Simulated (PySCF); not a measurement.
C3H10BFOSi (SMILES C[Si](C)(C)OBF), singlet, geometry from GFN2-xTB, atoms displaced at random by about 0.03 Å a coordinate; HF/STO-3G, gradient by finite differences (PySCF).

PySCF was given this input:
```python
from pyscf import gto, scf

mol = gto.M(
    atom='''
B     1.46455756   -0.30585833    1.59508252
F     0.94115646    0.52596483    2.51347976
H     2.33038559   -0.85173656    1.97049960
O     0.82138758   -0.44271725    0.46659507
Si   -0.35158975   -0.07962988   -0.59747627
C    -1.37982943    1.42804641    0.09725878
C     0.55878527    0.46805042   -2.19251263
C    -1.33613470   -1.63896373   -0.76888412
H    -2.20259959    1.66029238   -0.59684116
H    -0.82324762    2.27397501    0.18829793
H    -1.88766839    1.03592429    1.04271555
H     1.18409195    1.39435939   -2.05946478
H    -0.17955077    0.68913859   -3.02079444
H     1.19068514   -0.29414436   -2.56524954
H    -1.84891595   -1.96614188    0.16173386
H    -0.71842313   -2.45739260   -1.12869538
H    -2.14269450   -1.54165152   -1.53517988
''',
    basis='sto-3g',
    verbose=4,
)

mf = scf.RHF(mol)
mf.conv_tol = 1e-11
mf.kernel()
scan, done = mf.as_scanner(), []
scan.scf_summary = {}
def energy(d):
    c = mol.atom_coords()
    c[2, 0] += d
    e = scan(mol.set_geom_(c, unit='Bohr', inplace=False))
    done.append(scan.converged)
    return e
h = 1e-3
fd = (energy(h) - energy(-h)) / (2 * h)
print('dE/dx =', fd)
```

The log (banner, timings and long lists left out):

```
PySCF version 2.14.0

[INPUT] verbose = 4
[INPUT] num. atoms = 17
[INPUT] num. electrons = 64
[INPUT] charge = 0
[INPUT] spin (= nelec alpha-beta = 2S) = 0
[INPUT] symmetry False subgroup None
[INPUT] Mole.unit = angstrom
[INPUT] Symbol           X                Y                Z      unit          X                Y                Z       unit  Magmom
[...]
nuclear repulsion = 380.659023128741
number of shells = 33
number of NR pGTOs = 147
number of NR cGTOs = 49
basis = sto-3g
ecp = {}

******** <class 'pyscf.scf.hf.RHF'> ********
method = RHF
initial guess = minao
damping factor = 0
level_shift factor = 0
DIIS = <class 'pyscf.scf.diis.CDIIS'>
diis_start_cycle = 1
diis_space = 8
diis_damp = 0
SCF conv_tol = 1e-11
SCF conv_tol_grad = None
SCF max_cycles = 50
direct_scf = True
direct_scf_tol = 1e-13
Set gradient conv threshold to 3.16228e-06
Initial guess from minao.
init E= -600.701253549006
[...]
cycle= 1 E= -599.960905491772  delta_E= 0.74  |g|= 0.562  |ddm|= 4.68
[...]
cycle= 2 E= -600.072274668073  delta_E= -0.111  |g|= 0.174  |ddm|= 0.966
[...]
cycle= 3 E= -600.081078283996  delta_E= -0.0088  |g|= 0.0367  |ddm|= 0.236
[...]
cycle= 4 E= -600.081669430544  delta_E= -0.000591  |g|= 0.0092  |ddm|= 0.0731
[...]
cycle= 5 E= -600.081703624817  delta_E= -3.42e-05  |g|= 0.00166  |ddm|= 0.0163
[...]
cycle= 6 E= -600.081705862857  delta_E= -2.24e-06  |g|= 0.000471  |ddm|= 0.00445
[...]
cycle= 7 E= -600.081706041764  delta_E= -1.79e-07  |g|= 0.000107  |ddm|= 0.00134
[...]
cycle= 8 E= -600.081706050249  delta_E= -8.48e-09  |g|= 2.43e-05  |ddm|= 0.000285
[...]
cycle= 9 E= -600.08170605072  delta_E= -4.71e-10  |g|= 4.45e-06  |ddm|= 6.94e-05
[...]
cycle= 10 E= -600.081706050726  delta_E= -5.91e-12  |g|= 1.1e-06  |ddm|= 1.19e-05
[...]
Extra cycle  E= -600.081706050729  delta_E= -3.41e-12  |g|= 4.8e-07  |ddm|= 2.17e-06
converged SCF energy = -600.081706050729
Create scanner for <class 'pyscf.scf.hf.RHF'>

WARN: Mole.unit (angstrom) is changed to Bohr

New geometry
   1 B      1.464557560000  -0.305858330000   1.595082520000 AA    2.767612682061  -0.577988476617   3.014269108881 Bohr
   2 F      0.941156460000   0.525964830000   2.513479760000 AA    1.778527949765   0.993929479853   4.749788366038 Bohr
   3 H      2.330914767211  -0.851736560000   1.970499600000 AA    4.404790529733  -1.609548828679   3.723704572565 Bohr
   4 O      0.821387580000  -0.442717250000   0.466595070000 AA    1.552197568319  -0.836614353121   0.881736893372 Bohr
   5 Si    -0.351589750000  -0.079629880000  -0.597476270000 AA   -0.664408335704  -0.150478664532  -1.129066516227 Bohr
   6 C     -1.379829430000   1.428046410000   0.097258780000 AA   -2.607499721315   2.698616608068   0.183792457409 Bohr
   7 C      0.558785270000   0.468050420000  -2.192512630000 AA    1.055951122741   0.884487106288  -4.143248395350 Bohr
   8 C     -1.336134700000  -1.638963730000  -0.768884120000 AA   -2.524928648528  -3.097192577796  -1.452980408327 Bohr
   9 H     -2.202599590000   1.660292380000  -0.596841160000 AA   -4.162309987179   3.137497884902  -1.127866332268 Bohr
  10 H     -0.823247620000   2.273975010000   0.188297930000 AA   -1.555712534500   4.297189983005   0.355831517523 Bohr
  11 H     -1.887668390000   1.035924290000   1.042715550000 AA   -3.567176271099   1.957613193885   1.970446815325 Bohr
  12 H      1.184091950000   1.394359390000  -2.059464780000 AA    2.237609491802   2.634957366316  -3.891824397388 Bohr
  13 H     -0.179550770000   0.689138590000  -3.020794440000 AA   -0.339301780755   1.302283196969  -5.708474170209 Bohr
  14 H      1.190685140000  -0.294144360000  -2.565249540000 AA    2.250068815189  -0.555852281485  -4.847619071767 Bohr
  15 H     -1.848915950000  -1.966141880000   0.161733860000 AA   -3.493944772840  -3.715469675237   0.305632700469 Bohr
  16 H     -0.718423130000  -2.457392600000  -1.128695380000 AA   -1.357622957253  -4.643798994533  -2.132925146262 Bohr
[...]
diis_space = 8
diis_damp = 0
SCF conv_tol = 1e-11
SCF conv_tol_grad = None
SCF max_cycles = 50
direct_scf = True
direct_scf_tol = 1e-13
Set gradient conv threshold to 3.16228e-06
init E= -600.081654557409
[...]
cycle= 1 E= -600.081761377716  delta_E= -0.000107  |g|= 7.09e-05  |ddm|= 0.000281
[...]
cycle= 2 E= -600.081761380233  delta_E= -2.52e-09  |g|= 2.12e-05  |ddm|= 0.000127
[...]
cycle= 3 E= -600.081761380489  delta_E= -2.56e-10  |g|= 7.95e-06  |ddm|= 3.51e-05
[...]
cycle= 4 E= -600.081761380553  delta_E= -6.37e-11  |g|= 2.16e-06  |ddm|= 2.29e-05
[...]
cycle= 5 E= -600.081761380554  delta_E= -9.09e-13  |g|= 6.97e-07  |ddm|= 6.08e-06
[...]
Extra cycle  E= -600.081761380557  delta_E= -2.96e-12  |g|= 3.32e-07  |ddm|= 1.38e-06
converged SCF energy = -600.081761380557

WARN: Mole.unit (angstrom) is changed to Bohr

New geometry
   1 B      1.464557560000  -0.305858330000   1.595082520000 AA    2.767612682061  -0.577988476617   3.014269108881 Bohr
   2 F      0.941156460000   0.525964830000   2.513479760000 AA    1.778527949765   0.993929479853   4.749788366038 Bohr
   3 H      2.329856412789  -0.851736560000   1.970499600000 AA    4.402790529733  -1.609548828679   3.723704572565 Bohr
   4 O      0.821387580000  -0.442717250000   0.466595070000 AA    1.552197568319  -0.836614353121   0.881736893372 Bohr
   5 Si    -0.351589750000  -0.079629880000  -0.597476270000 AA   -0.664408335704  -0.150478664532  -1.129066516227 Bohr
   6 C     -1.379829430000   1.428046410000   0.097258780000 AA   -2.607499721315   2.698616608068   0.183792457409 Bohr
   7 C      0.558785270000   0.468050420000  -2.192512630000 AA    1.055951122741   0.884487106288  -4.143248395350 Bohr
   8 C     -1.336134700000  -1.638963730000  -0.768884120000 AA   -2.524928648528  -3.097192577796  -1.452980408327 Bohr
   9 H     -2.202599590000   1.660292380000  -0.596841160000 AA   -4.162309987179   3.137497884902  -1.127866332268 Bohr
  10 H     -0.823247620000   2.273975010000   0.188297930000 AA   -1.555712534500   4.297189983005   0.355831517523 Bohr
  11 H     -1.887668390000   1.035924290000   1.042715550000 AA   -3.567176271099   1.957613193885   1.970446815325 Bohr
  12 H      1.184091950000   1.394359390000  -2.059464780000 AA    2.237609491802   2.634957366316  -3.891824397388 Bohr
  13 H     -0.179550770000   0.689138590000  -3.020794440000 AA   -0.339301780755   1.302283196969  -5.708474170209 Bohr
  14 H      1.190685140000  -0.294144360000  -2.565249540000 AA    2.250068815189  -0.555852281485  -4.847619071767 Bohr
  15 H     -1.848915950000  -1.966141880000   0.161733860000 AA   -3.493944772840  -3.715469675237   0.305632700469 Bohr
  16 H     -0.718423130000  -2.457392600000  -1.128695380000 AA   -1.357622957253  -4.643798994533  -2.132925146262 Bohr
  17 H     -2.142694500000  -1.541651520000  -1.535179880000 AA   -4.049105773612  -2.913299152319  -2.901069525143 Bohr

******** <class 'pyscf.scf.hf.RHF_Scanner'> ********
method = RHF_Scanner
initial guess = minao
damping factor = 0
level_shift factor = 0
DIIS = <class 'pyscf.scf.diis.CDIIS'>
diis_start_cycle = 1
diis_space = 8
diis_damp = 0
SCF conv_tol = 1e-11
SCF conv_tol_grad = None
SCF max_cycles = 50
direct_scf = True
direct_scf_tol = 1e-13
Set gradient conv threshold to 3.16228e-06
init E= -600.081864348859
[...]
cycle= 1 E= -600.081650386135  delta_E= 0.000214  |g|= 0.000142  |ddm|= 0.000563
[...]
cycle= 2 E= -600.081650396217  delta_E= -1.01e-08  |g|= 4.25e-05  |ddm|= 0.000254
[...]
cycle= 3 E= -600.081650397235  delta_E= -1.02e-09  |g|= 1.59e-05  |ddm|= 7.03e-05
[...]
cycle= 4 E= -600.081650397494  delta_E= -2.59e-10  |g|= 4.33e-06  |ddm|= 4.59e-05
[...]
cycle= 5 E= -600.08165039751  delta_E= -1.6e-11  |g|= 1.39e-06  |ddm|= 1.22e-05
[...]
cycle= 6 E= -600.081650397511  delta_E= -5.68e-13  |g|= 2.81e-07  |ddm|= 3.76e-06
[...]
Extra cycle  E= -600.081650397514  delta_E= -2.96e-12  |g|= 1.28e-07  |ddm|= 5.35e-07
converged SCF energy = -600.081650397514
dE/dx = -0.05549152155026604
```
